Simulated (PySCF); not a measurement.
C3H12OSi2.
Atom-mapped SMILES: `[CH3:1][SiH2:2][CH2:3][CH2:4][O:5][SiH3:6]` (hydrogens: H7, H8, H9 on C1; H10, H11 on Si2; H12, H13 on C3; H14, H15 on C4; H16, H17, H18 on Si6)

Cartesian coordinates in Å at the GFN2-xTB level; atoms count from 1:
```xyz
18
C3H12OSi2 angstrom
C     -3.1484   -0.2216   -0.0877
Si    -1.2702   -0.2805   -0.3823
C     -0.4127    0.4006    1.1819
C      1.0193    0.7502    0.8243
O      1.5153   -0.2378   -0.0361
Si     3.0334   -0.4735   -0.5459
H     -3.4376   -0.8051    0.7813
H     -3.6803   -0.6244   -0.9429
H     -3.5025    0.7933    0.0673
H     -0.9448    0.5729   -1.5326
H     -0.8669   -1.6668   -0.6311
H     -0.4139   -0.3610    1.9617
H     -0.9115    1.2792    1.5884
H      1.0524    1.7168    0.3056
H      1.6605    0.8267    1.7120
H      2.8256   -1.6620   -1.3548
H      3.5336    0.6787   -1.3048
H      3.9402   -0.6795    0.5898
```

Computed, not measured: TDDFT CAM-B3LYP/def2-SVPD, vertical, gas phase, core orbitals frozen in the response (PySCF 2.14.0, density-fitted response routines).

Ground-to-excited transition dipoles (e·a0, same axes as the geometry; the sign carries no meaning), for the states with f of 0.002 or more among the lowest 7:

```csv
state,E (eV),μx,μy,μz
S1,7.127,-0.052,0.082,-0.084
S2,7.793,-0.080,0.164,0.162
S3,7.911,0.042,0.250,0.151
S4,8.135,0.496,-0.218,0.207
S5,8.289,-0.297,-0.201,0.460
S6,8.347,0.328,0.081,-0.074
S7,8.457,-0.107,0.041,-0.136
```

Question: Work out the oscillator strengths.

Answer: f = (2/3) ΔE |μ|² with ΔE in hartree (27.2114 eV).

```json
{"state": "S1", "|μ|² (au)": "0.017", "|μ| (D)": "0.33", "f": "0.003"}
{"state": "S2", "|μ|² (au)": "0.059", "|μ| (D)": "0.62", "f": "0.011"}
{"state": "S3", "|μ|² (au)": "0.087", "|μ| (D)": "0.75", "f": "0.017"}
{"state": "S4", "|μ|² (au)": "0.336", "|μ| (D)": "1.47", "f": "0.067"}
{"state": "S5", "|μ|² (au)": "0.341", "|μ| (D)": "1.48", "f": "0.069"}
{"state": "S6", "|μ|² (au)": "0.120", "|μ| (D)": "0.88", "f": "0.024"}
{"state": "S7", "|μ|² (au)": "0.032", "|μ| (D)": "0.45", "f": "0.007"}
```

Question: What angle do the transition dipoles of S2 and S5 make?

Answer: |cos θ| = |μa·μb| / (|μa| |μb|) = 0.46, so θ ≈ 63° (taken between 0 and 90°, since the signs are arbitrary).

Question: How is the summed strength of these states shared among x, y and z?

Answer: (2/3) Σ ΔE μα² gives 0.093 for x, 0.038 for y and 0.067 for z, 0.198 in all.

Question: What peak molar absorption coefficient would the strongest computed level give as a lone Gaussian band 0.3 eV wide at half height?

Answer: ε(max) = 2.175×10⁸ f / FWHM, with the width in cm⁻¹. S5: 2.175×10⁸ × 0.0692 / 2420 ≈ 6200 L mol⁻¹ cm⁻¹.

One conformer stands for the species.

Without π bonds the low states may be Rydberg-like; a valence basis with one diffuse set may place them up to an eV too high.
